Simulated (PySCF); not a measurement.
SMILES C(#C[SiH](C)C)[SiH2]C (GFN2-xTB optimised geometry):

```
19

Si    -1.121     1.232     0.003
C      0.392     2.378    -0.019
C     -0.520    -0.520     0.000
C     -0.122    -1.664     0.000
Si     0.471    -3.423     0.000
C     -0.197    -4.281    -1.561
C     -0.197    -4.279     1.562
H     -1.945     1.447    -1.195
H     -1.914     1.453     1.220
H      0.092     3.423    -0.017
H      1.024     2.214     0.849
H      1.000     2.211    -0.904
H      1.945    -3.423     0.000
H     -1.283    -4.265    -1.588
H      0.119    -5.319    -1.608
H      0.159    -3.787    -2.460
H     -1.283    -4.262     1.589
H      0.118    -5.318     1.609
H      0.160    -3.785     2.461
```

Computed with PBE0/def2-SVP in PySCF.

What are the frontier orbital energies and the dipole moment?

HOMO-2 -9.04 eV, HOMO-1 -7.74 eV, HOMO -7.73 eV, LUMO -0.11 eV, LUMO+1 -0.03 eV; dipole moment 0.25 D.

On the same geometry PySCF with PBE/def2-SVP gives HOMO-2 -7.67 eV, HOMO-1 -6.50 eV, HOMO -6.49 eV, LUMO -0.96 eV, LUMO+1 -0.90 eV; dipole moment 0.27 D.

Meta-Löwdin charges at PBE0/def2-SVP: Si1 0.63, C2 -0.54, C3 -0.26, C4 -0.26, Si5 0.76, C6 -0.54, C7 -0.54, H8 -0.10, H9 -0.10, H10 0.12, H11 0.12, H12 0.12, H13 -0.11, H14 0.12, H15 0.12, H16 0.12, H17 0.12, H18 0.12, H19 0.12.
